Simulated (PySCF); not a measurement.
The dipole of `[SiH2]([SiH2]C#CC)COC` from its density and from atomic charges.

Coordinates (GFN2-xTB, Å) and charges (e) from the PBE0/pcSseg-1 density (PySCF):

```
atom       x       y       z  Mulliken      IAO  Hirshfeld  ESP-fitted
  C1  -4.802  -0.662  -0.277   -0.1615  -0.4388    -0.0942     -0.5552
  C2  -3.468  -0.285   0.136   -0.1424  -0.0070    -0.0336     +0.2148
  C3  -2.355   0.030   0.477   -0.4210  -0.3726    -0.1915     -0.4313
 Si4  -0.636   0.496   0.972   +0.3960  +0.4858    +0.2581     +0.2975
 Si5   0.570   1.065  -0.919   +0.3480  +0.4713    +0.2489     +0.3030
  C6   2.195   0.068  -0.857   -0.2402  -0.3157    -0.0887     -0.1623
  O7   2.636   0.230   0.479   -0.5318  -0.3937    -0.1381     -0.2408
  C8   3.831  -0.441   0.768   -0.0193  -0.1970    -0.0400     -0.2383
  H9  -4.756  -1.238  -1.201   +0.1507  +0.1731    +0.0619     +0.1844
 H10  -5.407   0.229  -0.445   +0.1516  +0.1738    +0.0624     +0.1909
 H11  -5.274  -1.270   0.495   +0.1518  +0.1736    +0.0622     +0.1882
 H12  -0.114  -0.661   1.714   -0.0513  -0.0931    -0.0692     -0.0445
 H13  -0.772   1.612   1.922   -0.0590  -0.0983    -0.0716     -0.0673
 H14   0.956   2.482  -0.981   -0.0536  -0.1018    -0.0765     -0.0889
 H15  -0.052   0.766  -2.219   -0.0580  -0.1070    -0.0776     -0.0993
 H16   2.047  -0.999  -1.078   +0.1209  +0.1218    +0.0308     +0.0975
 H17   2.957   0.435  -1.557   +0.1229  +0.1274    +0.0340     +0.1008
 H18   4.658  -0.062   0.154   +0.0885  +0.1208    +0.0362     +0.1118
 H19   4.048  -0.263   1.820   +0.1210  +0.1570    +0.0507     +0.1328
 H20   3.731  -1.521   0.592   +0.0869  +0.1204    +0.0361     +0.1063
```

Question: What dipole does each set of charges give (1 e·Å = 4.803 D), and what does the density give?

Answer: The full density gives (0.19, -1.20, -1.05) D, 1.61 D in size; dipole vectors point from the negative to the positive end.

```csv
scheme,μx,μy,μz,size (D),share of the full size (%),angle to the full dipole (°)
Mulliken,-1.40,-1.19,-1.94,2.68,166,42
IAO,0.35,-0.60,-1.21,1.40,87,23
Hirshfeld,-0.04,-0.52,-0.56,0.76,47,11
ESP-fitted,0.21,-1.22,-1.07,1.64,102,1
```

Question: Which set comes closest?

Answer: Length of the difference vector: ESP-fitted 0.04 D, IAO 0.64 D, Hirshfeld 0.88 D, Mulliken 1.82 D. Closest: ESP-fitted. ESP charges are fitted to the potential around the molecule, whose slowest-falling term is the dipole's. The schemes that divide the density aren't constrained to reproduce the dipole.

Question: What is left for the Hirshfeld atoms' own dipoles?

Answer: The Hirshfeld atoms' densities add up to the full density, so μ = Σ q r + Σ (atomic dipoles). The atomic dipoles sum to (0.19, -1.20, -1.05) − (-0.04, -0.52, -0.56) = (0.23, -0.68, -0.49) D, 0.88 D in size.

Question: With the origin at the mean of the coordinates, (0.000, 0.001, 0.000) Å, which are the largest single terms, by size, of the ESP-fitted dipole along the direction of the full one?

Answer: Si4 -1.54, C3 +1.26, H9 +1.02, H13 +0.82, H16 +0.79 D; all 20 atoms together +1.64 D. The single terms depend on the origin, their sum doesn't.

Question: Give the size of the full dipole in other units.

Answer: 1.61 D = 0.634 au = 0.335 e·Å = 5.37 × 10⁻³⁰ C·m.

The structure is a single GFN2-xTB conformer in the gas phase; no vibrational or solvent corrections.

Conformer computed: `[CH3:1][C:2]#[C:3][SiH2:4][SiH2:5][CH2:6][O:7][CH3:8]`: C3–Si4–Si5–C6 -129°, Si4–Si5–C6–O7 -46°, Si5–C6–O7–C8 179°.
